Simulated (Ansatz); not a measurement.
Consider the ligand exchange at the Si–Cl bond: `N[Si]Cl` + `[SiH3]N[SiH3]` → `N[Si]N([SiH3])[SiH3]` + HCl.

Isolated molecules relaxed with PBE0-D4/def2-TZVP in Ansatz; ΔE leaves out vibrations. CBS: MP2 limit from def2 TZ/QZ plus the TZ coupled-cluster correction, frozen cores. This one scheme is used for every species. DFT in def2-TZVPP. B3LYP here is the variant with VWN-RPA as its local correlation; programs differ in this. HSE06 is defined as in plane-wave codes. Each species was taken in one conformer, which may not be the lowest.

(1) Is it downhill or uphill in electronic energy at CCSD(T)/CBS, and by how much? (Estimate.)

(2) What do these levels give: BLYP-D4, HSE06-D4, revPBE, B3LYP, r2SCAN0, CCSD/def2-SVP? (Best estimate.)

Largest T1 diagnostic among the species: 0.013.

Answers

(1) Computed: Uphill: ΔE = +0.40 eV.

(2) The calculation gave: BLYP-D4 0.42, HSE06-D4 0.44, revPBE 0.61, B3LYP 0.60, r2SCAN0 0.49, CCSD/def2-SVP 0.38 eV.

From BLYP to BHLYP (50 % exact exchange), in def2-TZVPP and without D4, ΔE moves by −0.04 eV. Leaving LDA and LC-ωPBE aside and taking each functional with its dispersion term where it has one, the values, not all of them listed here, spread over 0.12 eV, from revPBE-D4 to B2PLYP. LDA lies −0.16 eV from PBE without D4.
